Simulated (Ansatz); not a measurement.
Reaction (silylene formation by 1,1-elimination): `O[Si]([SiH3])(S)Cl` → silanol + `S[Si]Cl`

Isolated molecules relaxed with PBE0-D4/def2-TZVP in Ansatz; ΔE leaves out vibrations. CCSD(T)/CBS adds triple-zeta CCSD(T) − MP2 to the extrapolated MP2 energy (def2 sets, frozen cores). This one scheme is used for every species. Functionals use def2-TZVPP. B3LYP here is the variant with VWN-RPA as its local correlation; programs differ in this. One conformer a species, not always the lowest.

| level | ΔE (kJ/mol) | difference from CCSD(T)/CBS |
| --- | --- | --- |
| r2SCANh-D4 | 171.0 | 16.3 |
| BHLYP-D4 | 160.7 | 6.0 |
| ωB97X-V | 168.8 | 14.1 |
| ωB97M-V | 145.4 | -9.3 |
| revPBE | 129.4 | -25.3 |
| BLYP | 108.3 | -46.4 |
| r2SCAN | 165.3 | 10.6 |
| PBE0 | 158.4 | 3.7 |
| B3LYP | 126.1 | -28.6 |
| r2SCANh | 167.0 | 12.3 |
| CCSD(T)/CBS | 154.7 | 0 |

Largest T1 diagnostic among the species: 0.014.

From PBE to PBE0 (25 % exact exchange), in def2-TZVPP and without D4, ΔE moves by +13.5 kJ/mol. Leaving LDA and LC-ωPBE aside and taking each functional with its dispersion term where it has one, the values, not all of them listed here, spread over 39.5 kJ/mol, from BLYP-D4 to r2SCAN0-D4. LDA lies +34.3 kJ/mol from PBE without D4. In def2-TZVPP, CCSD(T) changes the Hartree–Fock value by +15.3 kJ/mol (the triples alone add +1.8 kJ/mol) and MP2 by +24.7 kJ/mol.
